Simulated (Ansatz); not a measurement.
Relaxation of AlH$_{11}$N$_{4}$ (16 atoms, charge 0, multiplicity 1), to a largest force component of 0.03 eV/Å in at most 50 steps.

Computed with RKS B3LYP/6-31G* in Ansatz.

```xyz
16
Properties=species:S:1:pos:R:3:forces:R:3
Al 0.087 -0.739 -1.299 -0.64 -0.20 -0.02
H 1.310 -0.042 -0.668 0.49 0.27 0.19
N -0.196 -2.467 -0.933 -0.05 -0.03 -0.03
N -0.779 0.027 -2.662 0.03 0.05 0.01
H -0.243 1.011 1.590 -0.15 -0.02 0.01
N -1.170 0.735 1.259 0.10 -0.19 -0.23
H 1.804 0.865 0.956 0.04 0.04 0.08
N 2.048 1.325 1.833 0.14 0.03 0.02
H 0.385 -3.018 -0.315 0.02 0.00 0.02
H -0.986 -3.017 -1.246 0.03 0.02 0.01
H -0.732 1.014 -2.882 0.00 -0.03 -0.01
H -1.470 -0.426 -3.245 -0.04 0.00 0.00
H -1.728 1.581 1.158 0.00 -0.01 0.00
H -1.606 0.168 1.986 0.05 0.06 -0.07
H 1.578 2.227 1.866 0.00 0.00 0.00
H 1.698 0.756 2.601 0.00 0.00 0.00
```

**Question.** Where does it end, and by what steps?

**Answer.** It converged. The force dipped under the threshold on the way, but the program's further checks kept it going. After 13 steps the energy has fallen by 0.747 eV; H14 moved furthest, 0.90 Å. Joined: Al1–N6.

```json
{"step": "0", "energy less start (eV)": "0.0000", "largest force component (eV/Å)": "0.645", "accepted": "yes"}
{"step": "1", "energy less start (eV)": "-0.1465", "largest force component (eV/Å)": "0.206", "accepted": "yes"}
{"step": "2", "energy less start (eV)": "-0.3069", "largest force component (eV/Å)": "0.379", "accepted": "yes"}
{"step": "3", "energy less start (eV)": "-0.4937", "largest force component (eV/Å)": "0.444", "accepted": "yes"}
{"step": "4", "energy less start (eV)": "-0.6192", "largest force component (eV/Å)": "0.912", "accepted": "yes"}
{"step": "5", "energy less start (eV)": "-0.6963", "largest force component (eV/Å)": "0.509", "accepted": "yes"}
{"step": "6", "energy less start (eV)": "-0.7257", "largest force component (eV/Å)": "0.544", "accepted": "yes"}
{"step": "7", "energy less start (eV)": "-0.6959", "largest force component (eV/Å)": "0.436", "accepted": "no"}
{"step": "8", "energy less start (eV)": "-0.7450", "largest force component (eV/Å)": "0.100", "accepted": "yes"}
{"step": "9", "energy less start (eV)": "-0.7461", "largest force component (eV/Å)": "0.025", "accepted": "yes"}
{"step": "10", "energy less start (eV)": "-0.7464", "largest force component (eV/Å)": "0.057", "accepted": "yes"}
{"step": "11", "energy less start (eV)": "-0.7462", "largest force component (eV/Å)": "0.064", "accepted": "no"}
{"step": "12", "energy less start (eV)": "-0.7471", "largest force component (eV/Å)": "0.044", "accepted": "yes"}
{"step": "13", "energy less start (eV)": "-0.7474", "largest force component (eV/Å)": "0.019", "accepted": "yes"}
```

```xyz
16
Properties=species:S:1:pos:R:3
Al -0.088 -0.528 -0.949
H 1.443 -0.059 -0.758
N -0.417 -2.272 -0.499
N -1.051 0.283 -2.275
H -0.168 0.824 1.291
N -0.901 0.392 0.722
H 2.044 0.998 1.113
N 2.061 1.458 2.022
H 0.368 -2.916 -0.525
H -1.231 -2.772 -0.843
H -0.580 0.948 -2.882
H -1.696 -0.252 -2.849
H -1.583 1.100 0.451
H -1.364 -0.327 1.280
H 1.487 2.297 1.983
H 1.677 0.825 2.718
```

Whether the end is a true minimum wasn't checked by a vibrational analysis.

The run took 40 s on 2 threads of Arm Neoverse V2, on a shared host, peak memory 0.22 GiB.
